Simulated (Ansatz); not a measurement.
System: MgBr2, charge -1, multiplicity 2. 
Geometry from a B3LYP-D3(BJ)/def2-TZVP (Ansatz, an electronic-structure program) optimisation:
```
Mg
Br 1 2.5038
Br 1 2.5038 2 118.14
```
Charge -1, spin multiplicity 2.

Basis-set convergence of Hartree-Fock and MP2 correlation energies (hartree) with Ansatz. Valence correlation only, unless marked. UHF or UKS for open shells. Spin-orbit coupling is left out. Frozen are the shells of the preceding noble gas and the d and f shells that filled before the atom's block. Non-relativistic.

```csv
basis,functions,E(HF),"E(corr, MP2)"
def2-SVPD,103,-5343.95501,-0.27611
def2-TZVPPD,149,___,___
```

Question: Fill in the missing entries.

Answer: 
- def2-TZVPPD, E(HF): -5344.65057
- def2-TZVPPD, E(corr, MP2): -0.35198
